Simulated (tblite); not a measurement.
Br$_{3}$In, charge -1, doublet, at a GFN2-xTB geometry (such geometries of metal compounds can be far from the true shape) (a state made from the parent by changing its charge; the spin is typed, not shown lowest); GFN1-xTB run with tblite.

The tblite input:
```
$ tblite run mol.xyz --method gfn1 --charge -1 --spin 1 --efield 0,0,0.1 --json tblite.json --no-restart

# file mol.xyz
4

In    -0.24213934     0.26632762     0.54429888
Br    -1.91918111    -1.62269899    -0.42487162
Br     0.10708824     2.14779252    -1.36837256
Br     2.15108795    -0.89795219     1.03122575
```

What the program printed (banner, timings and long lists left out):

```
xTB calculator
 | screened Coulomb repulsion
 | Coulomb electrostatics
 |  * isotropic Klopman-Ohno-Mataga-Nishimoto electrostatics
 |  * onsite third-order electrostatics
 | DFT-D3(BJ) dispersion correction
 | Interactions (1)
 | [1] electric field

halogen bonding energy    0.0000000000000E+00 Eh
repulsion energy          8.2333268336406E-03 Eh
dispersion energy        -1.9976517639689E-03 Eh
interaction energy        0.0000000000000E+00 Eh
number of electrons       2.5000000000000E+01 e
integral cutoff           4.0000000000000E+01 bohr

------------------------------------------------------------
  cycle        total energy    energy error   density error
------------------------------------------------------------
      1     -13.55311469408  -1.3559350E+01   2.6621932E-01
      2     -13.55438490934  -1.2702153E-03   1.4761495E-01
      3     -13.53578279360   1.8602116E-02   8.4303946E-02
      4     -13.55538256904  -1.9599775E-02   1.7474929E-02
      5     -13.55531472721   6.7841834E-05   1.4404422E-02
      6     -13.55585070718  -5.3597997E-04   2.5058269E-03
      7     -13.55586033444  -9.6272646E-06   5.5639142E-04
      8     -13.55586045169  -1.1725173E-07   8.2550332E-05
      9     -13.55586046110  -9.4064045E-09   6.3326631E-06
------------------------------------------------------------

electronic energy        -1.3562096136168E+01 Eh
total energy             -1.3555860461098E+01 Eh

Post processing:
 | Mayer-Wiberg bond orders

[Info] JSON dump of results written to 'tblite.json'
```
